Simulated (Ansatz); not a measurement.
BeFH (SMILES [BeH][F]) moved off its minimum; all values from Ansatz (an electronic-structure program), cores frozen in correlated methods.
(charge 0, multiplicity 1)
```xyz
3

Be    -0.02157     0.03615    -0.89301
H     -0.00249     0.03022    -2.10409
F     -0.01307    -0.09599     0.64497
```

```csv
level,largest force (eV/Å),on atom,rms difference from CCSD(T)/aug-cc-pVTZ (eV/Å),dipole (D)
HF/def2-TZVPP,6.53,Be1,0.248,1.82
PBE/def2-TZVPP,5.86,Be1,0.101,1.36
r2SCAN/def2-TZVPP,6.02,Be1,0.025,1.45
B3LYP/def2-TZVPP,5.90,Be1,0.037,1.50
wB97M-V/def2-TZVPP,5.81,Be1,0.067,1.51
MP2/aug-cc-pVTZ,5.84,Be1,0.054,1.54
CCSD(T)/aug-cc-pVTZ,5.97,Be1,0.000,1.57
```

The differences count from one level among others, with limits of its own. Forces at CCSD(T)/aug-cc-pVTZ (eV/Å):

| atom | Fx | Fy | Fz |
|---|---|---|---|
| Be1 | 0.023 | -0.469 | 5.952 |
| H2 | 0.014 | 0.083 | -2.321 |
| F3 | -0.038 | 0.386 | -3.631 |
